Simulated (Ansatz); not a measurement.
Reaction (redistribution): `[CH3][AlH][SiH2][AlH2]` + `[SiH3][S][GeH3]` → `[CH3][AlH][S][GeH3]` + `[AlH2][SiH2][SiH3]`

Program: Ansatz. Geometries: PBE0-D4/def2-TZVP. ΔE: electronic, gas phase. CCSD(T)/CBS adds triple-zeta CCSD(T) − MP2 to the extrapolated MP2 energy (def2 sets, frozen cores). DFT in def2-TZVPP. For Ge outer-core shells are correlated without core-valence functions, which leaves a few kJ/mol of doubt a bond. Scalar relativity is left out up to krypton. Each species was taken in one conformer, which may not be the lowest.

| level | ΔE (eV) |
| --- | --- |
| ωB97M-V | -0.62 |
| CCSD/def2-TZVPP | -0.62 |
| CCSD(T)/def2-TZVPP | -0.61 |
| SCS-MP2/def2-QZVPP | -0.61 |

Task: What does CCSD(T)/CBS give? (An estimate is asked.)

Result: Ansatz gave: -0.61 eV. The listed levels differ from it by -0.01, -0.01, 0.00, 0.00 eV.

Largest T1 diagnostic among the species: 0.013.
